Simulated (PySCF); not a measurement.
## Mass spectrum arithmetic for `N#CC[SiH2]O[Si@H](N)[SiH2][SiH3]`

Species: `N#CC[SiH2]O[Si@H](N)[SiH2][SiH3]`.

Calculated from isotope tables alone.

Molar mass and exact mass?

For C2H12N2OSi4, with standard atomic weights, 2 × 14.007 + 2 × 12.011 + 4 × 28.085 + 1 × 15.999 + 12 × 1.008 = 192.471 g/mol. From the most abundant isotopes (14N, 12C, 28Si, 16O, 1H), 2 × 14.003074 + 2 × 12.000000 + 4 × 27.976927 + 1 × 15.994915 + 12 × 1.007825 = 192.0027 u.

Work out the cluster of the molecular ion M+•, one line a nominal mass.

```json
{"nominal mass": "192", "m/z (centroid)": "192.0021", "relative intensity": "100.0"}
{"nominal mass": "193", "m/z (centroid)": "193.0020", "relative intensity": "23.4"}
{"nominal mass": "194", "m/z (centroid)": "193.9995", "relative intensity": "15.8"}
{"nominal mass": "195", "m/z (centroid)": "194.9992", "relative intensity": "2.6"}
{"nominal mass": "196", "m/z (centroid)": "195.9968", "relative intensity": "0.9"}
```

Cut off at 0.1 %. One electron mass, 0.00055 u, is taken off.

Find the degree of unsaturation and check the nitrogen rule.

(2 × 6 + 2 + 2 − 12)/2 = 2; the structure has 0 rings and 2 π bonds. The nominal mass 192 is even, with 2 nitrogens, as the rule says.

Protons, neutrons, electrons, and exact less nominal mass of the monoisotopic species?

102 protons, 90 neutrons and 102 electrons; 192.0027 − 192 = +0.0027 u.

What resolving power m/Δm just matches the spacing of the species with one 29Si and with one 13C?

They lie 0.00379 u apart at mass 193.00, so m/Δm is about 51000.

Which m/z would the protonated, sodiated and deprotonated molecule have?

[M+H]+ 193.0099, [M+Na]+ 214.9919, [M−H]− 190.9954, for the monoisotopic species (arithmetic only; whether such ions form is another matter).

What is the composition by mass?

N 14.55 %, C 12.48 %, Si 58.37 %, O 8.31 %, H 6.28 %.
